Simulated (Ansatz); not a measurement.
A run on `NB(O)[SeH]` with other settings.

```yaml
crystal:
  periodic: [false, false, false]
  atoms:
    - {symbol: N, position_ang: [-0.409509, 0.897716, 0.044725]}
    - {symbol: B, position_ang: [0.358981, -0.275079, -0.032935]}
    - {symbol: O, position_ang: [1.723570, -0.293516, -0.099006]}
    - {symbol: Se, position_ang: [-0.454654, -2.074353, -0.056574]}
    - {symbol: H, position_ang: [-0.009537, 1.820335, 0.057322]}
    - {symbol: H, position_ang: [-1.411241, 0.893308, 0.092859]}
    - {symbol: H, position_ang: [2.134850, 0.573193, -0.088257]}
    - {symbol: H, position_ang: [-1.840260, -1.598605, 0.026066]}
basis:
  gaussian: {orbitals: def2-mTZVP}
magnetization: {spin_polarized: true, initial_magnetization: 2}
hamiltonian: {xc: {name: B2PLYP}, pseudopotentials: {relativity: none}}
scf: {lower_state_search: off}
```

```sh
$ ansatz run in.yaml --threads 2 --pin off --events-out ev --progress --plain --max-ram 4352MiB
```

It prints (some lines left out):

```
Functional definition: B2PLYP
  name "B2PLYP"
  cite "Grimme, J. Chem. Phys. 124, 034108 (2006) doi:10.1063/1.2148954"
  cite "Becke, Phys. Rev. A 38, 3098 (1988) doi:10.1103/PhysRevA.38.3098"
  cite "Lee, Yang & Parr, Phys. Rev. B 37, 785 (1988) doi:10.1103/PhysRevB.37.785"
  parameter a = 0.53
  parameter c = 0.27
  exchange = (1 - a)*b88_x + a*exact_x
  correlation = (1 - c)*lyp_c + c*(mp2_os + mp2_ss)
these checks for a lower state are left out or cut short: stability, starts, cluster_reference, orbital_swaps, neighbouring_geometries, increment
1014 factors; integrals over basis functions are off by at most 1.2e-3 eV
mean field evaluation 1: about -69597.0847 eV, gradient 4.7e1 eV
mean field evaluation 2: about -69597.1132 eV, gradient 4.7e1 eV
mean field evaluation 4: about -69605.3057 eV, gradient 1.2e1 eV
mean field evaluation 8: about -69606.7877 eV, gradient 7.9e-1 eV
mean field evaluation 16: about -69606.8343 eV, gradient 2.4e-2 eV
mean field evaluation 32: about -69606.8343 eV, gradient 6.2e-6 eV
mean field -69606.83433116 eV, -2558.0039804634 hartree, gradient 6.2e-6 eV, S^2 2.008087; 0 other end points of the search recorded, 0 dependent functions left out
12 core orbitals not correlated: weight in the atoms' cores, before any rotation towards them, 1.000 or more for the frozen orbitals, at most 0.000 for the correlated occupied ones
reference -69606.83448748 eV, -2558.0039862077 hartree; 18, 16 occupied and 80, 82 virtual orbitals, 1014 factors
second order -21.87021210 eV of doubles, -0.00000000 eV of singles
Total energy: -69612.73944474 eV, -2558.2209893848 hartree
Checks for a lower state left out: stability, starts, cluster_reference, orbital_swaps, neighbouring_geometries, increment
```

It took 2.2 s on 2 threads of an INTEL XEON PLATINUM 8581C on a shared host, with 0.25 GiB of host memory at the peak.
